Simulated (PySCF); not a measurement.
# Mayer bond orders and bond lengths

Species: C6H13F3Si.
Atom-mapped SMILES: `[CH3:1][C:2]([CH3:3])([CH3:4])[SiH2:5][CH2:6][C:7]([F:8])([F:9])[F:10]` (hydrogens: H11, H12, H13 on C1; H14, H15, H16 on C3; H17, H18, H19 on C4; H20, H21 on Si5; H22, H23 on C6)

Structure used (GFN2-xTB), in Å, numbered top down from 1:
```xyz
23
C6H13F3Si angstrom
C     -1.1953   -0.9782   -1.4016
C     -1.1100    0.1776   -0.4022
C     -1.7408   -0.2605    0.9216
C     -1.9009    1.3628   -0.9540
Si     0.7057    0.7346   -0.1480
C      1.7262   -0.7292    0.5434
C      3.1360   -0.2803    0.7346
F      3.7108    0.1306   -0.4094
F      3.2410    0.7501    1.5921
F      3.9422   -1.2445    1.2217
H     -0.7551   -0.6987   -2.3560
H     -2.2360   -1.2494   -1.5762
H     -0.6778   -1.8592   -1.0284
H     -1.2319   -1.1303    1.3311
H     -2.7871   -0.5243    0.7711
H     -1.6980    0.5411    1.6555
H     -1.4877    1.6942   -1.9033
H     -1.8732    2.2008   -0.2622
H     -2.9424    1.0860   -1.1130
H      0.7698    1.8250    0.8298
H      1.2993    1.1273   -1.4297
H      1.7426   -1.5789   -0.1360
H      1.3580   -1.0697    1.5089
```

Bond orders from the PBE0/pcSseg-1 density (PySCF). One conformer (not necessarily the lowest) at the GFN2-xTB geometry, without solvent, vibrations or thermal averaging.

(1) Where do the orders between heavy atoms depart from those drawn in the SMILES?

(2) Set the Mayer orders of the bonds beside their lengths.

Results:

(1) The largest departure is 0.170, at Si5–C6 (drawn single, 0.830). Drawn single, order below 0.88: C2–Si5 (0.857) and Si5–C6 (0.830).

(2) 
| bond | drawn as | length (Å) | Mayer order |
| --- | --- | --- | --- |
| C1–C2 | single | 1.530 | 1.005 |
| C2–C3 | single | 1.530 | 1.005 |
| C2–C4 | single | 1.528 | 1.018 |
| C2–Si5 | single | 1.916 | 0.857 |
| Si5–C6 | single | 1.914 | 0.830 |
| C6–C7 | single | 1.492 | 1.065 |
| C7–F8 | single | 1.345 | 0.986 |
| C7–F9 | single | 1.345 | 0.986 |
| C7–F10 | single | 1.348 | 1.000 |
| C1–H11 | single | 1.088 | 0.962 |
| C1–H12 | single | 1.090 | 0.961 |
| C1–H13 | single | 1.088 | 0.963 |
| C3–H14 | single | 1.088 | 0.963 |
| C3–H15 | single | 1.090 | 0.961 |
| C3–H16 | single | 1.088 | 0.962 |
| C4–H17 | single | 1.087 | 0.961 |
| C4–H18 | single | 1.087 | 0.961 |
| C4–H19 | single | 1.089 | 0.960 |
| Si5–H20 | single | 1.466 | 0.960 |
| Si5–H21 | single | 1.466 | 0.960 |
| C6–H22 | single | 1.088 | 0.927 |
| C6–H23 | single | 1.088 | 0.927 |

Bonds between the same two heavy elements. C–C: lowest C1–C2 and C2–C3 (1.005, 1.530 Å), highest C6–C7 (1.065, 1.492 Å). C–Si: lowest Si5–C6 (0.830, 1.914 Å), highest C2–Si5 (0.857, 1.916 Å). C–F: all 3 within 0.02 of one another (0.986 to 1.000). Bonds named together lie within 0.004.

**Question.** Sum the orders of all bonds at each heavy atom with more than one neighbour and set the sums beside the valence in the SMILES.

**Answer.** C1 3.891 (drawn 4), C2 3.885 (drawn 4), C3 3.891 (drawn 4), C4 3.900 (drawn 4), Si5 3.607 (drawn 4), C6 3.749 (drawn 4), C7 4.037 (drawn 4). Orders between atoms that aren't bonded are not in these sums.

For a closed shell the Mayer order of atoms A and B is Σ (PS)μν (PS)νμ over the basis functions μ on A and ν on B, with P the density and S the overlap matrix.
